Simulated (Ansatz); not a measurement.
Spectroscopic constants of HfAs, multiplicity 4 (an upper state: multiplicity 2 came lower at PBE0/def2-TZVPP). No spin–orbit coupling. As is treated without relativity.

Constants: fifth-degree fit in 1/R to seven points, most abundant isotopes. In def2 and cc sets the state is the lowest found near the PBE0 minimum, followed along R.

Programs: Ansatz (an electronic-structure program).  In def2 rows elements past Kr take small-core potentials, without spin–orbit coupling.

**Question.** What bond length and harmonic frequency does PBE/def2-TZVPP give?

**Answer.** r_e = 2.466 Å, ω_e = 267 cm⁻¹.

**Question.** What bond length and harmonic frequency does PBE0/def2-TZVPP give?

**Answer.** r_e = 2.447 Å, ω_e = 279 cm⁻¹.

**Question.** What bond length and harmonic frequency does wB97X-V/def2-TZVPP give?

**Answer.** r_e = 2.443 Å, ω_e = 283 cm⁻¹.
